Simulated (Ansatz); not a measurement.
Consider the formal exchange of groups at a C–Si bond: `C[SiH](C)C#N` + `C[NH][AlH][F]` → `C[NH][Al]([CH3])[F]` + `C[SiH2]C#N`.

Gas-phase electronic energies from Ansatz, PBE0-D4/def2-TZVP geometries. CCSD(T)/CBS adds triple-zeta CCSD(T) − MP2 to the extrapolated MP2 energy (def2 sets, frozen cores). DFT in def2-TZVPP. B3LYP here is the variant with VWN-RPA as its local correlation; programs differ in this. One conformer a species, not always the lowest.

```csv
level,ΔE (kcal/mol)
CAM-B3LYP-D4,0.7
revPBE,0.0
B3LYP,0.1
CAM-B3LYP,0.5
```

Problem. What does CCSD(T)/CBS give? (Best estimate.)

Solution. The calculation gave: +0.8 kcal/mol. The listed levels differ from it by -0.1, -0.8, -0.7, -0.3 kcal/mol.

Largest T1 diagnostic among the species: 0.012.

At CCSD(T), def2-SVP lies −0.8 kcal/mol from the extrapolated value and def2-TZVPP −0.0 kcal/mol. Leaving LDA and LC-ωPBE aside and taking each functional with its dispersion term where it has one, the values, not all of them listed here, spread over 2.5 kcal/mol, from BLYP-D4 to B97M-V. From BLYP to BHLYP (50 % exact exchange), in def2-TZVPP and without D4, ΔE moves by +0.8 kcal/mol.
